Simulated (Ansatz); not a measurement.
Isolated molecules relaxed with PBE0-D4/def2-TZVP in Ansatz; ΔE leaves out vibrations. CCSD(T)/CBS adds triple-zeta CCSD(T) − MP2 to the extrapolated MP2 energy (def2 sets, frozen cores). This one scheme is used for every species, atoms too. Functionals use def2-TZVPP. B3LYP here is the variant with VWN-RPA as its local correlation; programs differ in this. No spin–orbit coupling; open shells (•) take unrestricted orbitals. Spin–orbit coupling would lower the free atoms: a little for F, O, Si. Each species was taken in one conformer, which may not be the lowest.

Reaction (atomization): `O[SiH](O)[SiH](F)F` → 2 F• + 4 H• + 2 O• + 2 Si•

(1) What is ΔE at CCSD(T)/CBS? (Estimate.)

(2) What do these levels give: PBE-D4, B3LYP-D4, ωB97M-V, B2PLYP, PBE, B3LYP, HF/def2-TZVPP, CCSD/def2-TZVPP, MP2/def2-QZVPP, SCS-MP2/def2-QZVPP, HF/CBS(def2), MP2/CBS(def2)? (An estimate is asked.)

Largest T1 diagnostic among the species: 0.012.

## Answers

(1) The calculation gave: +3916.6 kJ/mol.

(2) Computed: PBE-D4 3913.8, B3LYP-D4 3856.1, ωB97M-V 3889.2, B2PLYP 3838.5, PBE 3892.0, B3LYP 3820.8, HF/def2-TZVPP 2808.9, CCSD/def2-TZVPP 3727.3, MP2/def2-QZVPP 3988.3, SCS-MP2/def2-QZVPP 3948.8, HF/CBS(def2) 2825.3, MP2/CBS(def2) 4039.4 kJ/mol.

In def2-TZVPP, CCSD(T) changes the Hartree–Fock value by +975.8 kJ/mol (the triples alone add +57.4 kJ/mol) and MP2 by +1098.7 kJ/mol; breaking electron pairs costs correlation energy, which Hartree–Fock lacks. From PBE to PBE0 (25 % exact exchange), in def2-TZVPP and without D4, ΔE moves by −89.3 kJ/mol: exact exchange takes away binding that semilocal exchange gives to molecules. The D4 term adds +35.4 kJ/mol with B3LYP and +18.6 kJ/mol with PBE0; it sums over pairs of atoms, weighted by their polarisabilities, and B3LYP, whose exchange is more repulsive, gets the larger term.

For atomizations the MP2-based limit and the directly extrapolated one differ by several kJ/mol either way, and by 10 to 25 for some Ge, Se and Sn compounds, so smaller differences from it don't rank the levels.
